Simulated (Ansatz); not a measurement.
`N=C1N[SiH2]O1`, relaxed with RKS PBE-D4/def2-SVP in the Gaussian-basis code of Ansatz from a rough embedded geometry. The force threshold is 0.03 eV/Å; the program also tests the step.

Charge 0, multiplicity 1.

Start:

```xyz
9

N    -1.874   -0.304    0.756
C    -0.791    0.044    0.289
N     0.403    0.291    0.841
Si    1.121    0.199   -0.563
O    -0.496    0.272   -1.008
H    -2.575   -0.374   -0.084
H     0.647   -0.442    1.577
H     1.820    1.454   -0.925
H     1.747   -1.140   -0.883
```

(1) How much energy does the relaxation release, and in how many steps? (Best estimate.)

(2) Which bonds change most? (Estimate.)

(3) Give the relaxed structure. (Estimate.)

## Answers

(1) Computed: 140.28 kJ/mol, in 10 steps, 2 of them rejected.

(2) Ansatz gave: N3–Si4 from 1.580 to 1.751 Å; N1–H6 from 1.096 to 1.029 Å; C2–N3 from 1.338 to 1.402 Å.

(3) The calculation gave: 
```xyz
9

N    -1.989   -0.228    0.763
C    -0.836   -0.090    0.257
N     0.413   -0.077    0.896
Si    1.194    0.160   -0.653
O    -0.477    0.094   -1.097
H    -2.713   -0.193    0.033
H     0.526   -0.186    1.900
H     1.854    1.481   -0.905
H     2.028   -0.961   -1.194
```
